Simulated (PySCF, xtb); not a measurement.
2H-pyran-5-one (C5H6O2), SMILES C1C(=O)COCC=1.

xtb with GFN2-xTB at its own geometry gives an orbital gap of 2.58 eV and a dipole moment of 3.79 D.

The structure is a stationary point at B3LYP-D3(BJ)/def2-SVP. One conformer was computed; it need not be the lowest.

Task: What does r2SCAN/def2-TZVP in PySCF give? (An estimate is asked for; the answer gives what the named calculation found.)

Result: gap 3.17 eV (levels -5.76 and -2.59 eV), dipole 3.62 D.
